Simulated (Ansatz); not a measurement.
Mulliken charges of CH4BrClSi, SMILES `ClC[SiH2]Br` from ωB97M-V/def2-TZVPP in Ansatz (PBE0-D4/def2-TZVP geometry).

```json
{"atom": "Cl1", "x (Å)": "-1.079", "y (Å)": "1.418", "z (Å)": "1.328", "charge (e)": "-0.107"}
{"atom": "C2", "x (Å)": "-0.575", "y (Å)": "0.755", "z (Å)": "-0.244", "charge (e)": "-0.277"}
{"atom": "Si3", "x (Å)": "0.677", "y (Å)": "-0.625", "z (Å)": "-0.016", "charge (e)": "0.288"}
{"atom": "Br4", "x (Å)": "-0.279", "y (Å)": "-2.338", "z (Å)": "1.010", "charge (e)": "-0.192"}
{"atom": "H5", "x (Å)": "-1.466", "y (Å)": "0.404", "z (Å)": "-0.764", "charge (e)": "0.152"}
{"atom": "H6", "x (Å)": "-0.135", "y (Å)": "1.569", "z (Å)": "-0.825", "charge (e)": "0.149"}
{"atom": "H7", "x (Å)": "1.136", "y (Å)": "-1.087", "z (Å)": "-1.349", "charge (e)": "-0.013"}
{"atom": "H8", "x (Å)": "1.813", "y (Å)": "-0.154", "z (Å)": "0.805", "charge (e)": "0.000"}
```

Q: By hand: the dipole of these point charges (1 e Å = 4.8032 D).

A: Σ q r = (0.266, 0.217, -0.495) e Å, of length 0.602 e Å = 2.89 D.

Q: How does the dipole of the full density compare? (Best estimate.)

A: Ansatz gave: (0.140, 0.142, -0.416) e Å, 2.22 D; the point charges give 1.30 times that, at 10° from its direction.

Point charges leave out the atoms' own dipoles, such as those of lone pairs, and Mulliken's split depends on the basis, so the two needn't agree.
